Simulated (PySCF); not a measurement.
Compound: C6H12FO (doublet state).
Cartesian coordinates in Å at the GFN2-xTB level; atoms count from 1:
```xyz
20
C6H12FO angstrom
C     -0.818    2.124   -0.048
O     -0.804    0.938   -0.716
C     -0.423   -0.242   -0.018
C     -0.511   -1.357   -1.066
C     -1.390   -0.552    1.133
C      1.007   -0.101    0.542
C      2.037    0.219   -0.532
F      3.252    0.481    0.058
H     -1.171    2.935   -0.654
H     -0.936    2.151    1.019
H      0.003   -1.058   -1.974
H     -0.071   -2.274   -0.686
H     -1.554   -1.541   -1.313
H     -2.416   -0.484    0.777
H     -1.263    0.141    1.960
H     -1.212   -1.559    1.499
H      1.285   -1.022    1.056
H      1.023    0.714    1.270
H      2.201   -0.620   -1.215
H      1.758    1.115   -1.095
```

The hyperfine couplings belong to this conformer and change with its torsions.

Identity: `[CH2]OC(C)(C)CCF` [radical].

Method used: UKS B3LYP, pcH-1 on C F H O, non-relativistic, mean-field spin-orbit, GIAO (PySCF). One conformer (not necessarily the lowest) at the GFN2-xTB geometry, without solvent, vibrations or thermal averaging. The geometry wasn't refined by DFT: couplings that depend on bond lengths, twists or pyramidal angles can differ widely from those at the functional's own minimum. No stability test was run, so a lower SCF solution isn't excluded.

Question: Give the principal g shifts and their parts.

Answer: 
```
                    Δg (ppm)     1     2     3
relativistic mass correction  -189  -189  -189
            gauge correction     0    46    50
   orbital Zeeman/spin–orbit    24  1378  2255
                       total  -165  1235  2116
```

So g = 2.00215, 2.00355, 2.00444 and g_iso = 2.00338; the tensor is rhombic: the two nearest values differ by 39 % of g3 − g1. Axes: g3 points within 13° of the C1–H9 bond.

Question: Average each term over the three axes. Which is largest in size?

Answer: The orbital-Zeeman/spin–orbit term 1219, the mass correction -189 and the gauge correction 32 ppm, for a total of 1062 ppm. The orbital-Zeeman/spin–orbit term is the largest in size. The mass correction is the same along every axis, so the anisotropy comes from the other two: their spans along these axes are 50 (gauge) and 2231 ppm (orbital Zeeman/spin–orbit).

Question: What are the electron Larmor frequencies g μB B/h along the three axes at 340 mT?

Answer: 9.5277, 9.5344, 9.5386 GHz for g1, g2 and g3, a range of 10.9 MHz.

Question: In a frozen sample, at which fields do the three g values resonate at 9.5, 34, 94 and 263 GHz (hyperfine left aside), and which band first spreads them over more than twice a line width of 0.3 mT?

Answer: 
```
band    GHz  B(g3) mT  B(g2) mT  B(g1) mT  spread mT
   X    9.5    338.63    338.77    339.01       0.39
   Q   34.0   1211.92   1212.46   1213.30       1.38
   W   94.0   3350.61   3352.09   3354.43       3.82
   J  263.0   9374.59   9378.71   9385.27      10.68
```

The spread grows in proportion to the frequency. Q band is the first where it exceeds 0.6 mT.

The Mulliken spin populations are largest on C1 (+0.93) and O2 (+0.13). C1 is the only atom above +0.15. The angles at C1 add up to 353.8°, so it is slightly pyramidal.

The HOMO–LUMO gaps are 5.90 eV among the α and 7.22 eV among the β orbitals.
